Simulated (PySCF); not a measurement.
Sb(Cl)2(Et) (C2H5Cl2Sb), SMILES [CH2]([Sb]([Cl])[Cl])C. Geometry: B3LYP-D3(BJ)/def2-SVP. The structure was generated by enumeration; whether it is a known compound was not checked. The def2 effective core potentials stand for the cores of Sb; spin–orbit coupling is left out. The values are those of a single conformer.

Computed equilibrium geometry at B3LYP-D3(BJ)/def2-SVP (PySCF confirms it by a frequency run) as Cartesian coordinates in Å (one conformer of several):
```xyz
10

Sb     0.1345     0.1790     0.5692
Cl    -1.9462     0.5332    -0.5820
Cl     1.6368     1.3001    -0.9289
C      0.4536    -1.7723    -0.3759
C     -0.6020    -2.8000     0.0186
H      1.4737    -2.0815    -0.0931
H      0.4543    -1.5617    -1.4557
H     -1.6100    -2.4548    -0.2589
H     -0.5999    -3.0034     1.1027
H     -0.4256    -3.7611    -0.4921
```
